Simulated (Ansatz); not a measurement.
Computed with Ansatz.

A structure relaxed at PBE0-D4/def2-TZVP, charge 0, multiplicity 1:

Cartesian coordinates in Å:
```
F 0.327 0.807 1.901
C 0.656 -0.349 1.217
C 0.601 -0.063 -0.268
Si -1.085 0.513 -0.911
Br 1.050 -1.727 -1.184
H 1.658 -0.654 1.528
H -0.060 -1.128 1.493
H 1.388 0.641 -0.544
H -1.014 0.611 -2.389
H -1.424 1.840 -0.338
H -2.098 -0.492 -0.505
```

Problem. Give its formula and SMILES.

Solution. C2H6BrFSi, `FCC([SiH3])Br`.

Problem. Summarise the bond lengths by kind.

Solution. 1 × C–F 1.384 Å; 1 × C–C 1.514 Å; 3 × C–H 1.091 to 1.093 Å; 1 × C–Si 1.894 Å; 1 × Br–C 1.952 Å; 3 × H–Si 1.482 to 1.485 Å.
